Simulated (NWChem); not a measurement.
Species: Ge₂H₆O; SMILES [GeH3][O][GeH3]

```xyz
9

Ge     0.0095     1.5878    -0.0523
O     -0.8332    -0.0001    -0.0056
Ge     0.0093    -1.5878     0.0515
H     -1.1129     2.6466    -0.0991
H      0.8830     1.7589     1.2197
H      0.9067     1.6718    -1.3164
H      0.9062    -1.7544    -1.2047
H     -1.1131    -2.6473     0.0744
H      0.8832    -1.6754     1.3317
```
Atoms are numbered in this order, from 1.

Program: NWChem. Pople sets run with spherical d functions. All runs use the structure optimised with B3LYP/6-31G* (spherical d). Vzz is the largest principal value of the second derivative of the potential at the nucleus (NWChem prints the opposite sign); η is the asymmetry. Non-relativistic.

```
level                   Vzz Ge3 (a.u.)  η Ge3  Vzz O2 (a.u.)  η O2
----------------------  --------------  -----  -------------  ----
Hartree-Fock/cc-pVTZ             1.154   0.14          1.172  0.75
Hartree-Fock/def2-TZVP           1.265   0.14          1.167  0.75
PBE/def2-TZVP               (withheld)   0.06          1.172  0.78
PBE/6-31G*                       1.162   0.05          1.139  0.81
```

### Question
What belongs in the gaps?

### Answer

- PBE/def2-TZVP, Vzz Ge3 (a.u.): 1.335
